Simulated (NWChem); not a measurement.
# C2H4BNO2; SMILES O=C=NB(C)O

```xyz
10

B     -0.0768     0.9573    -0.0021
C      1.2453     1.8131    -0.0002
H      1.8880     1.5211    -0.8465
H      1.8274     1.5966     0.9111
H      1.0821     2.9004    -0.0504
N      0.0026    -0.4733    -0.0012
C     -0.0051    -1.6666    -0.0003
O      0.0073    -2.8357     0.0005
O     -1.3265     1.4837     0.0005
H     -1.3189     2.4455    -0.0002
```
Atoms are numbered in this order, from 1.

All runs: NWChem. All runs use the structure optimised with PBE0/def2-SVP. Level B3LYP/def2-SVP: energy and gradient on several grids; changes count from the extra-fine grid, which is no exact limit either.

```tsv
grid	size of the energy change (μHa)	largest change of a gradient component (μHa/bohr)	time, medium = 1 (rough)
xcoarse	10000	5000	about 1
coarse	30	200	about 1
medium	< 10	< 30	about 1
fine	< 10	< 30	about 1
xfine	< 10	< 30	2
```
